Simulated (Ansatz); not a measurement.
| atom | x (Å) | y (Å) | z (Å) |
| --- | --- | --- | --- |
| P | -0.0013 | 0.0093 | -0.4702 |
| N | 0.0091 | 0.0015 | 1.0188 |

Basis set: 6-31G* (spherical functions). Left uncorrelated: 6 orbitals. Charge 0, multiplicity 1.

Computed with Ansatz (development build ahead of 0.2.0); each method stands on the lowest determinant of its kind that the runs found. Restricted open shells among the atoms or ions are ROHF, correlated in semicanonical orbitals with singles.

Give the atomization energy at this shape (free ground-state atoms in the same class of orbitals less the molecule, no zero-point energy) of singlet PN by RHF-MP2, RHF.

```csv
method,atomization energy
RHF-MP2,548.6 kJ/mol
RHF,135.3 kJ/mol
```

Caution: in another basis set an unrestricted determinant lies well below.
